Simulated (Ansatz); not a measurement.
`[F][In]([F])[SeH]`, one more setting.

```yaml
crystal:
  periodic: [false, false, false]
  atoms:
    - {symbol: F, position_ang: [-0.410434, -1.135454, 1.702863]}
    - {symbol: In, position_ang: [0.451325, -0.435842, 0.118626]}
    - {symbol: F, position_ang: [2.122874, -1.338081, -0.234412]}
    - {symbol: Se, position_ang: [-0.475877, 1.375040, -1.263011]}
    - {symbol: H, position_ang: [-1.637987, 1.460637, -0.365467]}
basis:
  gaussian: {orbitals: "6-311G**"}
hamiltonian: {xc: {name: rPW86-PBE}}
accuracy: high
scf: {lower_state_search: off}
output: {forces: true}
```

```sh
$ ansatz run in.yaml --threads 2 --pin off --events-out ev --progress --plain --max-ram 32768MiB --backend cpu
```

Output, abridged:

```
Error: <dir> can't be read: No such file or directory (os error 2)
```
